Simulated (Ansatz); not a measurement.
The same substitution along the group B, Al, Ga, In.

Gas-phase electronic energies from Ansatz, PBE0-D4/def2-TZVP geometries. CCSD(T)/CBS is the MP2 limit (def2-TZVPP, def2-QZVPP) plus CCSD(T) − MP2 in def2-TZVPP, frozen cores. This one scheme is used for every species. def2 core potentials past Kr. For Ga, In outer-core shells are correlated without core-valence functions, which leaves a few kJ/mol of doubt a bond. Scalar relativity is left out up to krypton. One conformer a species, not always the lowest.

```
                                                      reaction  CCSD(T)/CBS(def2) (eV)
              `BC[SiH2][SiH3]` + HCl → `[SiH3][SiH2]CCl` + BH₃                    1.06
`[AlH2][CH2][SiH2][SiH3]` + HCl → `[SiH3][SiH2]CCl` + `[AlH3]`                    1.00
`[SiH3][SiH2][CH2][GaH2]` + HCl → `[SiH3][SiH2]CCl` + `[GaH3]`                    0.90
`[SiH3][SiH2][CH2][InH2]` + HCl → `[SiH3][SiH2]CCl` + `[InH3]`                       ?
```

**Question.** Fill in the missing values. (Estimate.)

**Answer.** Ansatz gave: `[SiH3][SiH2][CH2][InH2]` + HCl → `[SiH3][SiH2]CCl` + `[InH3]`: +0.88 eV.

Largest T1 diagnostic: 0.014, for `[InH3]`.
